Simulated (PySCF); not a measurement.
C₂H₆CdS, SMILES C[S][Cd][CH3].

Geometry optimised at r2SCAN-D4/def2-SVP. A frequency run showed that this geometry is not a minimum. The def2 effective core potentials stand for the cores of Cd; spin–orbit coupling is left out. One conformer was computed; it need not be the lowest.

Two levels are set side by side: PBE/def2-TZVP (PySCF) and M06-2X/def2-TZVP (PySCF). Same geometry, gas phase. Differences are taken from unrounded values.

```json
[
 {"quantity": "orbital gap (eV)", "M06-2X": "7.22", "PBE": "3.80", "PBE minus M06-2X": "-3.43"},
 {"quantity": "highest occupied level (eV)", "M06-2X": "-7.46", "PBE": "-5.16", "PBE minus M06-2X": "2.29"},
 {"quantity": "lowest empty level (eV)", "M06-2X": "-0.23", "PBE": "-1.36", "PBE minus M06-2X": "-1.13"},
 {"quantity": "dipole moment (D)", "M06-2X": "2.03", "PBE": "1.91", "PBE minus M06-2X": "-0.11"},
 {"quantity": "mean polarisability (bohr³)", "M06-2X": "76.7", "PBE": "81.5", "PBE minus M06-2X": "4.8"}
]
```

Without exact exchange PBE keeps part of each electron's self-repulsion, which lifts occupied levels and narrows the gap. Loosely held outer electrons make PBE densities more polarisable. Differences between two approximate levels are no errors against the true value.

Rough cost on one machine, each run with all the roots and properties that it gave: M06-2X against PBE about 3 times.
